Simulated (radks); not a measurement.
Question: La XI, 47 electrons, occupied as [Kr] 4d10 5s1 (the NIST ground configuration). Method: non-relativistic Kohn-Sham, TPSS, spin-polarised, spherical densities, point nucleus; open shells are filled with parallel spins first (spin-orbit coupling, left out, can overturn this in heavy ions); meta-GGA in the generalised Kohn-Sham scheme; relativity is left out, which matters for an element this heavy; computed with a radial shooting solver on a logarithmic mesh with Libxc functionals. Some entries of the table are withheld. Estimate them.

orbital  occ.  eigenvalue (eV)  <r> (bohr)  r(max) (bohr)
1s up       1        -37104.22     0.02664        0.01765
1s down     1        -37104.12     0.02664        0.01765
2s up       1        -5863.870      0.1142        0.09714
2s down     1        -5863.802      0.1142        0.09714
2p up       3        -5545.426     0.09710        0.07585
2p down     3        -5545.352     0.09710        0.07585
3s up       1        -1367.740      0.2993         0.2739
3s down     1        -1367.656      0.2993         0.2739
3p up       3        -1230.744      0.2894         0.2608
3p down     3        -1230.653      0.2894         0.2608
3d up       5        -976.7544      0.2603         0.2111
3d down     5        -976.6656      0.2603         0.2111
4s up       1              (1)         (2)         0.6342
4s down     1              (3)         (4)         0.6343
4p up       3        -335.2123      0.6997         0.6449
4p down     3        -334.8921      0.6990         0.6450
4d up       5              (5)      0.7479         0.6645
4d down     5              (6)      0.7460         0.6643
5s up       1        -156.2134       1.420          1.363
5s down     0        -154.2986       1.420          1.365

Answer: 
(1) 4s up eigenvalue (eV): -386.2431
(2) 4s up <r> (bohr): 0.6798
(3) 4s down eigenvalue (eV): -385.9598
(4) 4s down <r> (bohr): 0.6794
(5) 4d up eigenvalue (eV): -245.9456
(6) 4d down eigenvalue (eV): -245.5146
